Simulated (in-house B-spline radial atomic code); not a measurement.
Orbital energies and mean radii along the 19-electron series, configuration 1s2 2s2 2p6 3s2 3p6 3d3/2(1). The effective charge is n√(-2ε), a non-relativistic measure. Computed with a radial B-spline atomic code at the basis-set limit: Dirac-Hartree-Fock, jj configuration that fills j = l - 1/2 first, finite nuclei.

| ion | Z | energy of 2s1/2 (Eh) | mean radius of 2s1/2 (bohr) | energy of 3p3/2 (Eh) | mean radius of 3p3/2 (bohr) | effective charge of 2s1/2 |
| --- | --- | --- | --- | --- | --- | --- |
| Sr19+ | 38 | -109.36 | 0.17043 | -32.307 | 0.44078 | 29.578 |
| Zr21+ | 40 | -125.12 | 0.16059 | -38.021 | 0.41101 | 31.638 |
| Nb22+ | 41 | -133.43 | 0.15605 | -41.048 | 0.39758 | 32.672 |
| Mo23+ | 42 | -142.03 | 0.15173 | -44.189 | 0.385 | 33.708 |
| Tc24+ | 43 | -150.92 | 0.14763 | -47.444 | 0.37318 | 34.747 |
| Ru25+ | 44 | -160.1 | 0.14373 | -50.812 | 0.36206 | 35.788 |
| Rh26+ | 45 | -169.57 | 0.14 | -54.295 | 0.35157 | 36.832 |
| Pd27+ | 46 | -179.35 | 0.13645 | -57.892 | 0.34167 | 37.879 |
| Ag28+ | 47 | -189.42 | 0.13305 | -61.603 | 0.33231 | 38.928 |
| Cd29+ | 48 | -199.8 | 0.1298 | -65.429 | 0.32343 | 39.98 |
| In30+ | 49 | -210.49 | 0.12668 | -69.37 | 0.31501 | 41.035 |
| Sn31+ | 50 | -221.48 | 0.1237 | -73.426 | 0.30701 | 42.093 |
| Sb32+ | 51 | -232.79 | 0.12083 | -77.597 | 0.2994 | 43.154 |
| Te33+ | 52 | -244.41 | 0.11808 | -81.883 | 0.29215 | 44.218 |
| I34+ | 53 | -256.35 | 0.11543 | -86.285 | 0.28523 | 45.286 |
| Xe35+ | 54 | -268.61 | 0.11288 | -90.803 | 0.27862 | 46.356 |
| Cs36+ | 55 | -281.2 | 0.11042 | -95.437 | 0.27231 | 47.43 |
| Ba37+ | 56 | -294.12 | 0.10806 | -100.19 | 0.26627 | 48.507 |
| La38+ | 57 | -307.37 | 0.10577 | -105.05 | 0.26048 | 49.588 |
| Ce39+ | 58 | -320.96 | 0.10357 | -110.04 | 0.25493 | 50.672 |
| Pr40+ | 59 | -334.89 | 0.10143 | -115.14 | 0.2496 | 51.76 |
| Nd41+ | 60 | -349.17 | 0.099373 | -120.36 | 0.24449 | 52.852 |

(1) How does the screening of 2s1/2 change?

Answers

(1) Z less the effective charge goes from 8.42 at Z = 38 to 7.15 at Z = 60.
